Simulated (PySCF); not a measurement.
CH₈OSi₂. Atoms are numbered in the order given.

```xyz
12

Si     0.9968     0.2599    -0.5899
C      2.4280     0.3596     0.5992
O     -0.3834    -0.1040     0.2635
Si    -2.0107    -0.3884     0.1760
H      1.2350    -0.8025    -1.6169
H      0.8069     1.5637    -1.2999
H      2.2536     1.1409     1.3545
H      2.5682    -0.5990     1.1214
H      3.3595     0.5999     0.0629
H     -2.5178    -0.6556     1.5516
H     -2.2906    -1.5731    -0.6919
H     -2.7215     0.7987    -0.3904
```

The structure is a stationary point at PBE0-D3(BJ)/def2-SVP. The values are those of a single conformer.

Computed with PBE0/pcSseg-1 (PySCF).

GIAO shieldings, no solvent; atoms alike by connectivity are averaged. δ = σ(ref) − σ: ²⁹Si against TMS (σ = 352.7 ppm); ¹³C against TMS (σ = 186.3 ppm); ¹⁷O against H2O (σ = 334.2 ppm); ¹H against TMS (σ = 31.56 ppm), references at their B3LYP-D3(BJ)/def2-TZVP geometries, non-relativistic.

Problem. Estimate the chemical shifts. (Estimate from the structure and the level; the computed values follow.)

Solution. 
```
nucleus          atoms  count  δ (ppm)
-------  -------------  -----  -------
²⁹Si               Si1      1    -13.0
²⁹Si               Si4      1    -37.6
¹³C                 C2      1      1.1
¹⁷O                 O3      1     11.8
¹H              H5, H6      2     5.33
¹H       H10, H11, H12      3     5.31
¹H          H7, H8, H9      3     0.65
```
